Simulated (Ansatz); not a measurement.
```yaml
crystal:
  periodic: [false, false, false]
  atoms:
    - {symbol: Al, position_ang: [-0.118738, 0.594540, 1.356070]}
    - {symbol: Al, position_ang: [0.407260, 1.267954, -1.578672]}
    - {symbol: Cu, position_ang: [1.459241, -1.102219, 1.811006]}
    - {symbol: Cu, position_ang: [-1.538284, -0.043812, -0.505561]}
    - {symbol: Cu, position_ang: [-1.786492, 1.427351, -2.298637]}
    - {symbol: Cu, position_ang: [1.955750, 0.612284, 0.156247]}
    - {symbol: Cu, position_ang: [-0.913553, -1.601989, 1.445891]}
    - {symbol: Cu, position_ang: [0.534796, -1.154108, -0.386354]}
basis:
  gaussian: {orbitals: def2-TZVP}
total_charge: 1
magnetization: {spin_polarized: true, initial_magnetization: 1}
hamiltonian: {xc: pbe0, dispersion: d4}
scf: {omitted_lower_state_checks: [starts]}
output: {orbitals: {seedname: orbitals}}
```

```sh
$ ansatz run in.yaml --threads 4 --pin off --events-out ev --progress --plain --max-ram 6963MiB
```

Does this run fit into the memory that it is given?

No. It has 344 basis functions, and Ansatz plans for 8 GiB where 7 GiB are given.
